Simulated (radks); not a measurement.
All-electron atom: Ne0.75+ in [He] 2p6 2s(up 1, down 0.25) (fractional occupations, a model configuration).

Method: non-relativistic Kohn-Sham, PBE, spin-polarised, spherical densities, point nucleus; computed with a radial shooting solver on a logarithmic mesh with Libxc functionals.

Energy parts (hartree):
| part | energy |
|---|---|
| total | -127.68495 |
| kinetic | 127.40682 |
| electron-nucleus | -303.72628 |
| Hartree | 60.55015 |
| exchange-correlation | -11.91565 |

Orbitals (lengths in bohr, moments of r in powers of bohr; r(max) is where P^2 peaks):
1s up: occ. 1; eigenvalue (hartree) -31.10969; r(max) 0.1028
1s down: occ. 1; eigenvalue (hartree) -31.08071; r(max) 0.1028
2s up: occ. 1; eigenvalue (hartree) -1.88863; r(max) 0.6754
2s down: occ. 0.25; eigenvalue (hartree) -1.82679; r(max) 0.6774
2p up: occ. 3; eigenvalue (hartree) -1.03129; r(max) 0.6095
2p down: occ. 3; eigenvalue (hartree) -0.97722; r(max) 0.6109

The highest occupied level is 2p down at -26.592 eV. Summed over all electrons, <r^2> = 7.648 bohr^2, which gives a Langevin (diamagnetic) susceptibility term of -6.06 x 10^-6 cm^3/mol. The density falls to 0.001 e/bohr^3 at r = 2.74 bohr. The spin density at the nucleus is 13.42 e/bohr^3 (1s 0.26, 2s 13.16), a Fermi contact field of 704 T. The electron density at the nucleus is 611.1 e/bohr^3.
